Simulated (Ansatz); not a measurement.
A nudged elastic band was laid between two geometries of FH5OW + H2O (11 atoms, charge 0, multiplicity 1).

Level of theory: Ansatz, RKS PBE/def2-SVP.

- movable images: 7
- climbing image: yes
- spring: 2.0 to 10.0 eV/Å², energy-weighted
- optimiser: quadratic models (default)
- start path: through a guess of the saddle point
- force threshold: 0.03 eV/Å
- iteration limit: 60
- end points: relaxed

Image 0:

```xyz
11
Properties=species:S:1:pos:R:3
W -0.421 -0.452 -0.356
H -0.482 -0.338 1.332
H 0.879 0.175 0.484
H -0.595 1.103 0.298
H -1.980 -0.318 0.315
O 0.214 -2.172 0.072
H 0.626 -2.538 0.877
F -0.091 0.559 -1.940
O 2.514 1.367 1.411
H 1.714 1.645 1.898
H 2.409 1.849 0.569
```

Image 8:

```xyz
11
Properties=species:S:1:pos:R:3
W 0.359 0.142 0.091
H -0.423 -0.062 1.917
H 1.445 -0.467 1.248
H -0.581 1.501 0.494
H -1.308 -0.002 0.391
O -0.141 -1.765 0.110
H 0.637 -2.332 -0.084
F 0.851 0.033 -1.717
O 1.542 1.698 0.362
H 2.477 1.458 0.184
H -0.070 0.676 1.965
```

Q: What changes between the two ends?

A: Bonds broken: O9–H11. Bonds formed: W1–O9, W1–H11, H2–H11. FH5OW + H2O becomes FH7O2W.

Q: What energy profile does the band end with?

A: The run ended unconverged. The highest image is number 3 of 0 to 8, 0.049 eV above the first end and 0.482 eV above the last; the last end lies 0.433 eV below the first. The band didn't meet its force threshold, so its energies are provisional: the largest band force was still 0.09 eV/Å, and over the last iterations the top stayed at 0.05 eV. Neighbouring images lie up to 2.7 Å apart, so the band is torn or far too coarse. Inner images lie below an end point, which means an intermediate or an end that isn't the lowest structure nearby. The orbitals stay closed-shell, which can raise the energy where a bond breaks towards radicals; this wasn't checked here.

| image | path coordinate (Å) | energy (eV) | O9–H11 (Å) | W1–O9 (Å) | W1–H11 (Å) |
| --- | --- | --- | --- | --- | --- |
| 0 | 0.00 | 0.000 | 0.98 | 3.88 | 3.76 |
| 1 | 1.10 | 0.012 | 0.98 | 3.86 | 3.59 |
| 2 | 1.61 | 0.042 | 0.98 | 3.90 | 3.58 |
| 3 | 2.05 | 0.049 | 0.98 | 3.92 | 3.58 |
| 4 | 2.59 | 0.047 | 0.98 | 3.88 | 3.43 |
| 5 | 3.15 | 0.031 | 0.98 | 3.76 | 3.34 |
| 6 | 3.93 | -0.079 | 0.98 | 3.43 | 3.27 |
| 7 | 6.64 | -0.861 | 0.98 | 2.33 | 2.75 |
| 8 | 9.37 | -0.433 | 2.49 | 1.97 | 1.99 |

Time of the run: 18 min on 2 threads of Arm Neoverse V1 (shared host), peak memory 0.15 GiB.
